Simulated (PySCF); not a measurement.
Ionisation energy of Pt⁶²⁺ by level of theory

Pt⁶²⁺ [Ne] 3s2 3p4 [3p1/2^2 3p3/2^2, M_J = 2] → Pt⁶³⁺ [Ne] 3s2 3p3 [3p1/2^2 3p3/2^1, M_J = 3/2], as a difference of total energies. Calculation: PySCF 2.14, in an uncontracted even-tempered set (18 s from 20 bohr⁻², ratio 2.4; 14 p from 26 bohr⁻², ratio 2.4; 4 d from 91 bohr⁻², ratio 2.6; 4 f from 140 bohr⁻², ratio 2.6); the two-component X2C-1e Hamiltonian. Correlated levels: 1s2 frozen; the 48 highest virtual spinors dropped. "Screened" scales the spin-orbit matrix elements by Boettger's factors to mimic the two-electron term; Breit and QED terms are absent.

```
                    method  ionisation energy (eV)
           GHF (spin-free)                  6904.9
          GMP2 (spin-free)                  6906.3
 GHF (screened spin-orbit)                  6791.4
GMP2 (screened spin-orbit)                  6791.9
```

Breit and QED terms and the two-electron picture change are absent.

The spin-free rows relax to the high-spin LS determinant and lack the spin-orbit shift.

The labels give the starting determinants; with spin-orbit coupling the two ends relaxed to ⟨J²⟩ = 6.00, ⟨L²⟩ = 3.32, ⟨S²⟩ = 1.41 and ⟨J²⟩ = 3.75, ⟨L²⟩ = 2.62, ⟨S²⟩ = 1.49.

For comparison: 6787 ± 15 eV (theoretical estimate listed by NIST; NIST Atomic Spectra Database, ionization energies).
